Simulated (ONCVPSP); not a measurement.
Varying the ONCV potential for nitrogen (N)

Base potential:

N, optimised norm-conserving Vanderbilt (ONCV), made with ONCVPSP 4.0.1 (PBEsol, scalar-relativistic). Core [He], reference 2s2 2p1 (charge +2). Waves: 2s: rc 0.80 bohr, ncon 4, nbas 9, qcut 6.7 1/bohr, 1 projector; 2p: rc 1.85 bohr, ncon 5, nbas 9, qcut 6.4 1/bohr, 2 projectors, debl 2.8 Ha; d scattering state at 0.27 Ha: rc 1.40 bohr, ncon 4, nbas 8, qcut 7.4 1/bohr, 2 projectors, debl 1.7 Ha. Local part: polynomial inside 0.65 bohr (lpopt 5, dvloc0 2 Ha). Core correction: Teter function, fcfact 5.25, rcfact 1.7.

All-electron outer shells of the reference configuration (PBEsol, scalar-relativistic, ld1.x):

```csv
shell,level (eV),outermost node (bohr),outermost maximum (bohr)
1s,-422.16,–,0.15
2s,-48.96,0.32,0.96
2p,-37.36,–,0.86
```

Cutoffs, loose and tight: the cutoffs (Ha) at which the residual kinetic energy of the hardest occupied pseudo-wave falls to 1 and 0.1 mHa per electron. They do not see the model core or the augmentation charge, which bear on the density cutoff. Test errors are all-electron minus pseudo excitation energies from the reference, over the configurations 2s2 2p3; 2s2 2p2; 2s2 2p0; 2s1 2p4. A dash means not determined; rows that change the core or the reference have their own tests.

| change | outcome | cutoff, loose | cutoff, tight | bound ghosts | GHOST(+) flags above zero | largest test error (meV) |
| --- | --- | --- | --- | --- | --- | --- |
| base | generated | 57 Ha | 302 Ha | none | none | +571 |
| d: rc 1.8 | generated | 57 Ha | 302 Ha | none | none | +571 |
| core correction Teter function, fcfact 5.25, rcfact 1.56 | generated | 57 Ha | 302 Ha | none | none | +577 |
| local potential polynomial inside 0.70 bohr (lpopt 5, dvloc0 -1 Ha) | generated | 57 Ha | 302 Ha | none | none | +571 |
| functional PW91 | generated | 58 Ha | 304 Ha | none | none | +612 |
| d: qcut 8.3 | generated | 57 Ha | 302 Ha | none | none | +571 |
| d: ncon 3, nbas 7 | generated | 57 Ha | 302 Ha | none | none | +571 |

Task: What comes out with this change to the base: p: rc 1.26?

Result: outcome: generated; cutoff, loose: 133 Ha; cutoff, tight: 302 Ha; bound ghosts: none; GHOST(+) flags above zero: none; largest test error (meV): +141.

Task: What comes out with this change to the base: s: qcut 6.2; p: qcut 6; d: qcut 6.9?

Result: outcome: generated; cutoff, loose: 104 Ha; cutoff, tight: 332 Ha; bound ghosts: none; GHOST(+) flags above zero: none; largest test error (meV): +650.
